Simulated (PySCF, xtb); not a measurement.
B(Me)(OMe)(SiH3) (C2H9BOSi), SMILES O(C)B([SiH3])C. One conformer was computed; it need not be the lowest.

Harmonic wavenumbers (cm⁻¹) from GFN2-xTB run with xtb at its own minimum, in rising order: 56, 76, 90, 174, 204, 233, 288, 415, 508, 518, 527, 822, 828, 833, 838, 849, 1030, 1062, 1132, 1141, 1323, 1388, 1416, 1468, 1475, 1495, 1498, 2158, 2174, 2227, 2949, 2970, 2982, 3006, 3021, 3037.

### Question
What does PBE-D3(BJ)/def2-SVP (PySCF) give at its own minimum? (Estimate from the structure and the level; the computed values follow.)

### Answer
76, 82, 101, 172, 195, 239, 299, 392, 491, 531, 544, 778, 812, 847, 904, 915, 1024, 1054, 1137, 1140, 1263, 1327, 1376, 1382, 1407, 1422, 1448, 2123, 2127, 2151, 2945, 2958, 3032, 3040, 3058, 3071. Paired by order, the mean absolute difference is 31 cm⁻¹ and the zero-point energies are 66.1 and 65.6 kcal/mol.
